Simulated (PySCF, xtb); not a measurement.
C₄H₅F, SMILES [C@H](C)(C#C)F.

Harmonic wavenumbers (cm⁻¹) from GFN2-xTB (xtb) at its own minimum, in rising order: 159, 181, 219, 364, 476, 525, 665, 682, 842, 925, 1049, 1083, 1122, 1263, 1280, 1394, 1470, 1482, 2287, 2870, 3045, 3049, 3055, 3395.

Task: What does PBE0-D3(BJ)/def2-SVP (PySCF) give at its own minimum? (An estimate is asked for; the answer gives what the named calculation found.)

Result: 182, 222, 269, 391, 543, 582, 696, 741, 832, 947, 1073, 1132, 1164, 1340, 1361, 1392, 1453, 1466, 2252, 3059, 3073, 3180, 3183, 3488. Paired by order, the mean absolute difference is 54 cm⁻¹ and the zero-point energies are 47.0 and 48.6 kcal/mol.
